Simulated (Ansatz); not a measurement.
C3H8BNO (`BC(O)C(=C)N`) at its PBE0-D4/def2-TZVP geometry, where that method's forces vanish. Total charge 0; spin multiplicity 1.

```xyz
14

B     0.1429    1.7836    0.5020
C    -0.0630    0.7046   -0.6152
O     1.0373    0.6741   -1.5200
C    -0.1989   -0.6032    0.1302
C    -1.3365   -1.2992    0.1832
N     0.9640   -0.9062    0.8240
H    -0.7666    2.0091    1.2419
H     1.1834    2.3583    0.6179
H    -1.0076    0.8896   -1.1448
H     0.8555   -0.0004   -2.1818
H    -2.2172   -0.9471   -0.3352
H    -1.4252   -2.2057    0.7710
H     1.0294   -1.8456    1.1826
H     1.8026   -0.6120    0.3444
```

What forces (eV/Å) does PBE-D4/def2-TZVPP give on these atoms in Ansatz? (An estimate is asked.)

Computed: 
```
B1  -0.029 -0.057 -0.005
C2  -0.138  0.180  0.208
O3   0.555  0.352 -0.072
C4   0.122  0.189 -0.044
C5  -0.370 -0.227  0.013
N6   0.036  0.142  0.236
H7  -0.095  0.026  0.082
H8   0.120  0.064  0.013
H9  -0.238  0.032 -0.101
H10 -0.087 -0.340 -0.333
H11 -0.195  0.064 -0.097
H12 -0.033 -0.198  0.116
H13  0.042 -0.333  0.132
H14  0.311  0.105 -0.148
```
